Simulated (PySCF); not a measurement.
Compound: C4H8O4S.
Numbering: `[CH3:1][CH2:2][C@H:3]1[CH2:4][O:5][S:6](=[O:7])(=[O:8])[O:9]1` (hydrogens: H10, H11, H12 on C1; H13, H14 on C2; H15 on C3; H16, H17 on C4)

The same species was optimised twice, with GFN2-xTB and with PBE0-D3(BJ)/def2-SVP (PySCF), and the same property calculations (PySCF, gas phase) were run on both structures.

```csv
coordinate,GFN2-xTB,PBE0-D3(BJ)/def2-SVP,change
S6–O9 (Å),1.596,1.620,+0.024
S6=O7 (Å),1.421,1.442,+0.021
O5–S6 (Å),1.606,1.626,+0.020
S6=O8 (Å),1.410,1.430,+0.020
C3–O9 (Å),1.417,1.436,+0.019
C2–C3 (Å),1.529,1.513,-0.016
C4–O5 (Å),1.405,1.418,+0.013
C1–C2 (Å),1.524,1.518,-0.006
C3–C4 (Å),1.558,1.552,-0.006
C3–O9–S6 (°),107.1,110.4,+3.3
O7–S6–O8 (°),119.5,122.4,+2.9
C1–C2–C3 (°),111.4,113.4,+2.0
C4–O5–S6 (°),105.5,107.4,+1.9
O5–S6–O8 (°),110.8,109.2,-1.6
C2–C3–C4 (°),112.0,113.1,+1.1
O8–S6–O9 (°),110.6,109.5,-1.1
O5–S6–O9 (°),94.4,93.6,-0.8
C1–C2–C3–C4 (°),178,180,+2
```

Rotational constants: A = 2749, B = 1160, C = 1021 MHz (GFN2-xTB) against A = 2749, B = 1080, C = 964.4 MHz (PBE0-D3(BJ)/def2-SVP). Point groups within 0.08 Å: C1 and C1.

On the GFN2-xTB structure: HOMO (eV) -8.86 [PBE0/pcSseg-1]; LUMO (eV) 0.94 [PBE0/pcSseg-1]; dipole (D) 5.38 [PBE0/pcSseg-1]; GIAO shielding of C1 (ppm) 173.6 [PBE0/pcSseg-1]; GIAO shielding of C2 (ppm) 153.4 [PBE0/pcSseg-1]; GIAO shielding of C3 (ppm) 109.2 [PBE0/pcSseg-1]; GIAO shielding of C4 (ppm) 118.2 [PBE0/pcSseg-1]; GIAO shielding of O5 (ppm) 157.7 [PBE0/pcSseg-1]; GIAO shielding of S6 (ppm) 173.8 [PBE0/pcSseg-1]; GIAO shielding of O7 (ppm) 105.8 [PBE0/pcSseg-1]; GIAO shielding of O8 (ppm) 122.5 [PBE0/pcSseg-1].

Task: What do these properties become on the PBE0-D3(BJ)/def2-SVP structure?

Result: 
| property | level | on GFN2-xTB | on PBE0-D3(BJ)/def2-SVP | change |
| --- | --- | --- | --- | --- |
| HOMO (eV) | PBE0/pcSseg-1 | -8.86 | -8.81 | +0.05 |
| LUMO (eV) | PBE0/pcSseg-1 | 0.94 | 0.63 | -0.31 |
| dipole (D) | PBE0/pcSseg-1 | 5.38 | 5.54 | +0.16 |
| energy, GFN2-xTB geometry as zero (kcal/mol) | PBE0/pcSseg-1 | 0.0 | -4.1 | -4.1 |
| GIAO shielding of C1 (ppm) | PBE0/pcSseg-1 | 173.6 | 171.7 | -1.9 |
| GIAO shielding of C2 (ppm) | PBE0/pcSseg-1 | 153.4 | 152.8 | -0.6 |
| GIAO shielding of C3 (ppm) | PBE0/pcSseg-1 | 109.2 | 105.0 | -4.2 |
| GIAO shielding of C4 (ppm) | PBE0/pcSseg-1 | 118.2 | 115.1 | -3.1 |
| GIAO shielding of O5 (ppm) | PBE0/pcSseg-1 | 157.7 | 138.4 | -19.3 |
| GIAO shielding of S6 (ppm) | PBE0/pcSseg-1 | 173.8 | 149.1 | -24.7 |
| GIAO shielding of O7 (ppm) | PBE0/pcSseg-1 | 105.8 | 79.1 | -26.7 |
| GIAO shielding of O8 (ppm) | PBE0/pcSseg-1 | 122.5 | 98.4 | -24.1 |

The heavy atoms differ by 0.131 Å rms after alignment. Among bonds between heavy atoms S6–O9 changes most (+0.024 Å). Changes are differences of the printed values. Neither structure is proved a minimum here.
